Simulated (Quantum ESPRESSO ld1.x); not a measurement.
Q: The table gives one normalised radial function P(r) = r R(r) (large component) of Pb19+ in [Kr] 4d10 4f14 5s2 5p1 (r in bohr). Calculated with ld1.x of Quantum ESPRESSO 7.5: Dirac Kohn-Sham, PBE, spin-unpolarised, spherical densities, point nucleus; open shells fill j = l - 1/2 first.

r,P
0.001362,0.0192
0.001774,0.0253
0.00231,0.0337
0.003031,0.0457
0.003947,0.0619
0.00514,0.0843
0.006693,0.1146
0.008785,0.1563
0.01144,0.2077
0.0149,0.2682
0.01955,0.3322
0.02546,0.3789
0.03315,0.3817
0.04317,0.3036
0.05666,0.1083
0.07378,-0.1764
0.09607,-0.4529
0.1251,-0.5368
0.1642,-0.2537
0.2138,0.3095
0.2784,0.7560
0.3625,0.6150
0.4758,-0.1912
0.6196,-1.0570
0.8068,-1.3477
1.059,-0.9447
1.379,-0.3859
1.796,-0.0834
2.338,-0.0082

Which n and l does it have? It may be an empty orbital.

A: n = 5, l = 1: the number of nodes gives n - l - 1 = 3, the rise at small r points to l (for j = l - 1/2 the large component starts as r^gamma with gamma = sqrt(l^2 - (Z/c)^2) = 0.80 and the r^(l+1) term takes over further out; the orbital of l - 1 with the same j starts with the same power, but with a larger coefficient, and does not steepen), and the extent must fit the shell. The curve is that of 5p1/2; the two j differ most near the nucleus, where j = l - 1/2 has the larger amplitude, and in heavy atoms j = l - 1/2 is also the more compact. 5p1/2: eigenvalue -483.81 eV, 3 radial nodes at r = 0.0631, 0.186, 0.451 bohr, <r> = 0.812 bohr, 90 % of the charge inside 1.14 bohr.
